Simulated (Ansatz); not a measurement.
Start from `[NH2][AlH][SiH](F)[SiH3]` and change one atom or group to get `F[SiH]([SiH3])S`.

Ansatz, PBE0-D4/def2-TZVP geometries, multiplicity 1. Each molecule was computed in one conformer, which needn't be the lowest.

| property | `[NH2][AlH][SiH](F)[SiH3]` |
| --- | --- |
| LUMO energy (B3LYP/def2-TZVPP) / eV | -1.56 |
| LUMO energy (PBE0/def2-TZVPP) / eV | -1.40 |
| HOMO energy (PBE0/def2-TZVPP) / eV | -7.28 |
| HOMO energy (ωB97M-V/def2-TZVPP) / eV | -9.22 |
| size of the dipole moment (PBE/def2-TZVPP) / D | 1.53 |
| LUMO energy (PBE/def2-TZVPP) / eV | -2.12 |

Q: Give the same properties after the change, and the shifts. (Estimate.)

A: Ansatz gave: 
```tsv
property	`F[SiH]([SiH3])S`	shift
LUMO energy (B3LYP/def2-TZVPP) / eV	-0.61	0.95
LUMO energy (PBE0/def2-TZVPP) / eV	-0.45	0.95
HOMO energy (PBE0/def2-TZVPP) / eV	-7.87	-0.59
HOMO energy (ωB97M-V/def2-TZVPP) / eV	-9.99	-0.77
size of the dipole moment (PBE/def2-TZVPP) / D	1.28	-0.25
LUMO energy (PBE/def2-TZVPP) / eV	-1.29	0.83
```

With PBE0 the HOMO falls by 0.59 eV and the LUMO rises by 0.95 eV, so the gap widens by about 1.54 eV. PBE moves the HOMO by -0.49 eV and ωB97M-V by -0.77 eV. Dipoles are sizes alone; their direction can turn.

B3LYP here is the variant with VWN-RPA as its local correlation; programs differ in this.
